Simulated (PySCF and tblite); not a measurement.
Values are calculated unless marked as measured or tabulated.
System: C₅H₅BF₂, numbered as in [CH:1]#[C:2][CH2:3]/[CH:4]=[CH:5]/[B:6]([F:7])[F:8].

For the rotation about the B6–C5 bond (torsion F7–B6–C5–C4 from -180° to 0°, rising): electronic barrier 6.53 kcal/mol, zero-point change -0.31 kcal/mol, thermal and entropy terms at 350 K a further 0.58 kcal/mol (symmetry numbers apart). The minimum is C1, the saddle C1. Geometries: GFN2-xTB; energies: PBE0/pcSseg-1 + D3(BJ); zero-point and thermal terms from GFN2-xTB harmonic modes (soft modes blended into free rotors). Rate constants are transition-state-theory values, counting equivalent paths, without tunnelling. Programs: tblite and PySCF.

Q: How many equivalent paths lead out of the minimum?

A: 2: the symmetry number of the minimum is 1, that of the saddle displaced along its mode 1, and since the end is the start again or its mirror image, the same path run backwards is a second way out.

Q: Work out the rate at 350 K.

A: ΔG‡ = 6.80 kcal/mol; k_B T/h = 7.3×10¹² s⁻¹; exp(−ΔG‡/RT) = 5.7×10⁻⁵; times 2 gives k = 8.3×10⁸ s⁻¹. Wigner's tunnelling factor for the 99i cm⁻¹ mode would be 1.01.
